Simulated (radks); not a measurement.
The iodine anion I-, [Xe], held by a Watson sphere: a shell of charge +1 at radius R that stands for the Madelung well of a crystal (potential energy -1/R inside, -1/r outside, in hartree with lengths in bohr). All-electron calculation, scalar-relativistic Kohn-Sham, LDA (Slater exchange, Perdew-Wang correlation), spin-polarised, spherical densities, finite nucleus; Fermi nuclear charge, rms radius of each element as measured or else 0.836 A^(1/3) + 0.57 fm. Program: a radial shooting solver on a logarithmic mesh with Libxc functionals. Response by self-consistent Sternheimer equations with the Hartree and adiabatic LDA kernel, the relativistic mass of each level held fixed and spin-orbit coupling left out. The sphere does not respond.

R (bohr)  e(4d) (eV)  e(5s) (eV)  e(5p) (eV)  <r> 5p (bohr)  sum of <r^2> (bohr^2)  X-ray form factor at sin(theta)/lambda = 0.1 1/angstrom  alpha (bohr^3)
3.35         -48.899     -16.868      -6.918          2.570                  72.62                                                   49.584           44.93
4.13         -48.237     -16.035      -6.124          2.625                  75.08                                                   49.504           53.34
4.2          -48.179     -15.966      -6.057          2.629                  75.26                                                   49.499           54.07
4.67         -47.797     -15.535      -5.625          2.650                  76.28                                                   49.472           58.71
4.69         -47.781     -15.517      -5.608          2.651                  76.32                                                   49.471           58.90
4.91         -47.610     -15.331      -5.420          2.659                  76.70                                                   49.462           60.91
